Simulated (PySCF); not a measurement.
**Spin-rotation constants: `InChI=1S/C7H8O/c1-4-7(5-2)6(3)8/h4H,1-2H2,3H3`**

Molfile (atoms numbered from 1):
```
C7H8O
     RDKit          3D

 16 15  0  0  0  0  0  0  0  0999 V2000
   -0.3996    2.3398    1.0276 C   0  0  0  0  0  0  0  0  0  0  0  0
   -0.0373    1.2002    0.5431 C   0  0  0  0  0  0  0  0  0  0  0  0
    0.3598    0.0493    0.0407 C   0  0  0  0  0  0  0  0  0  0  0  0
    1.7263   -0.4074    0.3086 C   0  0  0  0  0  0  0  0  0  0  0  0
    2.2313   -1.5886   -0.0189 C   0  0  0  0  0  0  0  0  0  0  0  0
   -0.5833   -0.7417   -0.7984 C   0  0  0  0  0  0  0  0  0  0  0  0
   -2.0337   -0.3354   -0.6738 C   0  0  0  0  0  0  0  0  0  0  0  0
   -0.2330   -1.6363   -1.5300 O   0  0  0  0  0  0  0  0  0  0  0  0
   -0.8589    2.4238    2.0005 H   0  0  0  0  0  0  0  0  0  0  0  0
   -0.2642    3.2629    0.4852 H   0  0  0  0  0  0  0  0  0  0  0  0
    2.3329    0.3144    0.8431 H   0  0  0  0  0  0  0  0  0  0  0  0
    3.2489   -1.8407    0.2281 H   0  0  0  0  0  0  0  0  0  0  0  0
    1.6609   -2.3310   -0.5470 H   0  0  0  0  0  0  0  0  0  0  0  0
   -2.1537    0.7067   -0.9608 H   0  0  0  0  0  0  0  0  0  0  0  0
   -2.6436   -0.9639   -1.3176 H   0  0  0  0  0  0  0  0  0  0  0  0
   -2.3604   -0.4431    0.3582 H   0  0  0  0  0  0  0  0  0  0  0  0
  1  2  2  0
  2  3  2  0
  3  4  1  0
  4  5  2  0
  3  6  1  0
  6  7  1  0
  6  8  2  0
  1  9  1  0
  1 10  1  0
  4 11  1  0
  5 12  1  0
  5 13  1  0
  7 14  1  0
  7 15  1  0
  7 16  1  0
M  END
```

Theory: GIAO B97-2/pcSseg-1 magnetisability, rotational g tensor and spin-rotation constants, non-relativistic, gas phase in PySCF. Geometry: GFN2-xTB.

**Question.** Give the nuclear spin-rotation constants along the inertial axes (H = +C I·J) beside the isotropic shieldings.

**Answer.** Rotational constants 2.5518, 1.9326, 1.1336 GHz. A star marks the isotopologue with that one atom substituted, in its own axes.
| atom | isotope | Caa (kHz) | Cbb (kHz) | Ccc (kHz) | mean (kHz) | σ (ppm) |
| --- | --- | --- | --- | --- | --- | --- |
| H9 | 1H | -0.107 | -0.214 | 0.017 | -0.101 | 26.4 |
| H10 | 1H | -0.142 | -0.211 | 0.032 | -0.107 | 26.3 |
| H11 | 1H | -0.185 | 0.143 | -0.129 | -0.057 | 25.7 |
| H12 | 1H | -0.096 | 0.069 | -0.132 | -0.053 | 26.1 |
| H13 | 1H | -0.115 | 0.099 | -0.116 | -0.044 | 25.0 |
| H14 | 1H | -0.043 | -0.208 | -0.056 | -0.102 | 28.9 |
| H15 | 1H | -0.245 | 0.057 | -0.137 | -0.108 | 29.9 |
| H16 | 1H | -0.230 | -0.212 | 0.017 | -0.142 | 29.5 |
| C1 | 13C* | 0.564 | 0.247 | 0.406 | 0.406 | 105.4 |
| C2 | 13C* | 1.217 | 0.874 | 0.540 | 0.877 | -46.1 |
| C3 | 13C* | 0.769 | 0.744 | 0.176 | 0.563 | 78.2 |
| C4 | 13C* | 0.773 | 0.941 | 0.177 | 0.630 | 54.7 |
| C5 | 13C* | 0.865 | 0.891 | 0.136 | 0.631 | 59.1 |
| C6 | 13C* | 1.151 | 1.076 | 0.271 | 0.833 | -11.8 |
| C7 | 13C* | 0.423 | 0.285 | 0.204 | 0.304 | 153.3 |
| O8 | 17O* | -2.588 | -1.309 | -0.098 | -1.331 | -327.6 |

For the geometry as given, no vibrational averaging.

**Question.** How do the rotational constants and the g tensor change when H9, H10, H11, H12, H13, H14, H15, H16 are replaced by deuterium?

**Answer.** Constants 2.1825, 1.6546, 0.9797 GHz; g -0.0365, -0.0217, -0.0055, against -0.0436, -0.0245, -0.0063 before.
